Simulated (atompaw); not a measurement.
# How hard is this gold PAW (atompaw) potential?

gold (Au), PAW, made with atompaw 4.2.0.5 (PBE, scalar-relativistic). Core [Xe] 4f14, reference 5d10 6s0.5 6p0 (charge +0.5). Waves: 6s (bound): rc 2.30 bohr; 6s channel at 0.25 Ry: rc 3.00 bohr; 6p (bound, empty): rc 3.00 bohr; 6p channel at 0.3 Ry: rc 3.00 bohr; 5d (bound): rc 3.00 bohr; 5d channel at -0.05 Ry: rc 3.00 bohr. Local part: ultrasoft scheme with l = 3 at 0 Ry, radius 2.40 bohr. Core correction: smooth core density matched at 2.90 bohr. Augmentation charge: besselshape compensation charge, radius 2.25 bohr; PAW radius 3.00 bohr; waves and projectors: custom polynom2 7 10 vanderbiltortho.

The pseudo-atom Hamiltonian at the reference potential is diagonalised in spherical Bessel functions j_l(qr) that vanish at 20 bohr, with q² up to the cutoff. All-electron valence levels (Ry): 6s -0.6891, 6p -0.2624, 5d -0.8057.

How do the lowest levels (Ry) of each channel move with the cutoff, and are there ghosts?

```tsv
cutoff (Ry)	s #1	p #1	p #2	d #1	f #1	Σ f·Δε (mRy)
8	-0.6884	-0.2620	-0.0359	-0.7879	0.0371	177.9
10	-0.6887	-0.2621	-0.0359	-0.7974	0.0371	82.8
15	-0.6889	-0.2623	-0.0360	-0.8030	0.0371	26.9
18	-0.6891	-0.2623	-0.0360	-0.8037	0.0371	20.0
21	-0.6891	-0.2623	-0.0360	-0.8046	0.0371	10.1
30	-0.6891	-0.2624	-0.0360	-0.8051	0.0371	5.5
35	-0.6891	-0.2624	-0.0360	-0.8054	0.0371	2.4
40	-0.6891	-0.2624	-0.0360	-0.8055	0.0371	1.9
45	-0.6891	-0.2624	-0.0360	-0.8055	0.0371	1.5
55	-0.6891	-0.2624	-0.0360	-0.8056	0.0371	0.7
60	-0.6891	-0.2624	-0.0360	-0.8056	0.0371	0.6
400	-0.6891	-0.2624	-0.0360	-0.8057	0.0371	0.0
```

Result: no extra level below or beside the all-electron valence levels (s, p, d, f tested); 10 mRy is reached at 25 Ry and 1 mRy at 50 Ry.
